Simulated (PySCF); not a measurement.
A geometry optimisation on [MoF6]3-, `[F][Mo-3]([F])([F])([F])([F])[F]` [quartet].

Computed with PBE0-D3(BJ)/def2-SVP geometry optimisation, gas phase, def2 core potentials past Kr (PySCF 2.14.0). Start geometry: GFN2-xTB. The input is one job of a driver script: a line of settings, then coordinates in Å.

Input:
```
{"job": {"xc": "PBE0", "basis": "def2-SVP", "d3": "d3bj", "grid": 1, "maxiter": 40, "kind": "geom"}, "charge": -3, "multiplicity": 4}
Mo    -0.000290     0.000240     0.000080
F     -0.019380    -0.011080     2.165740
F      0.020170     0.009980    -2.165380
F      2.163950     0.005980     0.020220
F     -2.165120    -0.006660    -0.020200
F     -0.005430     2.166850     0.010390
F      0.006090    -2.165310    -0.010860
```

Output:
```
step   0  E = -666.09608071  max force = 0.017954
step   1  E = -666.10357177  max force = 0.005820
step   2  E = -666.10412704  max force = 0.001088
step   3  E = -666.10415923  max force = 0.000135
step   4  E = -666.10417111  max force = 0.000217
optimisation converged
```

Energies in Eh; «max force» is the largest Cartesian gradient component in Eh/bohr.

**Question.** How much energy does the optimisation release, in kJ/mol?

**Answer.** E(step 0) − E(last step) = 0.008090 Eh, which is 21.2 kJ/mol.

**Question.** Give the first gradient maximum in eV/Å.

**Answer.** With 1 Eh/bohr = 51.422 eV/Å, 0.923 eV/Å.

Main results: final energy -666.10417 Eh after 4 steps.

The ion is multiply charged and computed in the gas phase, without counter-ions or solvent; whether it holds all its electrons wasn't checked.

On one thread, Arm Neoverse V1, shared host, this took 72 s.
Labels such as C1 count atoms from 1, the log's own numbers from 0.

Caution for open-shell metal species: one SCF solution and one stationary point were followed, and a lower state or a bent or distorted shape isn't ruled out.
